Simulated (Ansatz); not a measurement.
`CO[CH2][SnH2][SiH2][GaH][GaH2]` at its PBE0-D4/def2-TZVP geometry, where that method's forces vanish. Charge 0, multiplicity 1. Sn takes the def2 core potential.

```xyz
19

C    -1.1234    1.5923    0.4812
O    -0.2744    1.2446   -0.5940
C     1.1168    1.2354   -0.2620
Sn    1.7206   -0.2711    1.2284
Si   -0.0128   -2.1646    1.1798
Ga   -0.7761   -2.2249   -1.1315
Ga   -1.0033    0.0062   -2.1751
H    -1.0730    0.8405    1.2779
H    -2.1378    1.6420    0.0896
H    -0.8322    2.5670    0.8828
H     1.6419    1.0338   -1.1955
H     1.3963    2.2378    0.0770
H     3.2892   -0.7392    0.7259
H     1.8867    0.5416    2.7290
H     0.5580   -3.3596    1.8659
H    -1.1055   -1.6393    2.0584
H    -0.9602   -3.6600   -1.7680
H    -2.4239    0.6912   -2.2576
H     0.1132    0.4262   -3.2120
```

Problem. What forces (eV/Å) does B3LYP-D4/def2-TZVPP give on these atoms in the Gaussian-basis code of Ansatz? (Best estimate.)

Solution. Ansatz gave: 
```
C1  -0.299  0.097  0.265
O2  -0.085 -0.045 -0.182
C3   0.382  0.182 -0.146
Sn4  0.094 -0.085  0.127
Si5 -0.090 -0.138  0.156
Ga6 -0.040 -0.059 -0.060
Ga7 -0.050  0.016 -0.134
H8  -0.021  0.075 -0.053
H9   0.068  0.002  0.043
H10 -0.024 -0.058 -0.018
H11 -0.036  0.030  0.082
H12 -0.017 -0.066 -0.033
H13  0.068 -0.006 -0.020
H14  0.018  0.042  0.055
H15 -0.034  0.064 -0.030
H16  0.063 -0.033 -0.049
H17  0.003 -0.011 -0.002
H18  0.016 -0.006 -0.006
H19 -0.018 -0.003  0.005
```

B3LYP here is the variant with VWN-RPA as its local correlation; programs differ in this.
